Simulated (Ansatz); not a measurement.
Two isomers of F2H4OSSi2: A = `O[SiH](F)S[SiH2]F`, B = `F[SiH](F)O[SiH2]S`.

Computed with Ansatz on PBE0-D4/def2-TZVP structures; ΔE is electronic, products minus reactants. CCSD(T)/CBS is the MP2 limit (def2-TZVPP, def2-QZVPP) plus CCSD(T) − MP2 in def2-TZVPP, frozen cores. DFT in def2-TZVPP. B3LYP here is the variant with VWN-RPA as its local correlation; programs differ in this. Each species was taken in one conformer, which may not be the lowest.

A:

```xyz
10

O     1.695    1.187   -0.151
Si    1.163    0.179    1.000
F     0.081    0.915    1.910
S     0.250   -1.579    0.197
Si   -1.398   -0.653   -0.758
F    -0.857    0.544   -1.689
H     1.141    1.332   -0.922
H     2.301   -0.218    1.839
H    -2.344   -0.038    0.194
H    -2.033   -1.671   -1.620
```

B:

Z-matrix (Å, degrees):
```
Si
F 1 1.581
O 1 1.598 2 109.8
F 1 1.581 2 106.8 3 118.9
H 1 1.464 2 109.5 3 -122.8
Si 3 1.637 1 161.0 2 48.8
S 6 2.121 3 111.6 1 -178.4
H 6 1.479 3 109.3 1 -62.2
H 6 1.480 3 107.8 1 60.2
H 7 1.344 6 94.4 3 -75.5
```

Q: Which isomer does CCSD(T)/CBS put lower? Give the gap. (Estimate.)

A: Ansatz gave: B, by 64.2 kJ/mol.

Q: Give E(B) − E(A) in kJ/mol with r2SCAN-D4, B2PLYP, ωB97M-V, MP2/def2-TZVPP, HF/def2-TZVPP, B3LYP, CCSD(T)/def2-TZVPP. (Estimate.)

A: The calculation gave: r2SCAN-D4 -57.2, B2PLYP -68.4, ωB97M-V -59.3, MP2/def2-TZVPP -63.3, HF/def2-TZVPP -92.1, B3LYP -69.7, CCSD(T)/def2-TZVPP -67.7. None reverses the order clearly.

Largest T1 diagnostic: 0.012.

From PBE to PBE0 (25 % exact exchange), in def2-TZVPP and without D4, E(B) − E(A) moves by −7.3 kJ/mol. In def2-TZVPP, CCSD(T) changes the Hartree–Fock value by +24.4 kJ/mol (the triples alone add +5.4 kJ/mol) and MP2 by +28.8 kJ/mol.
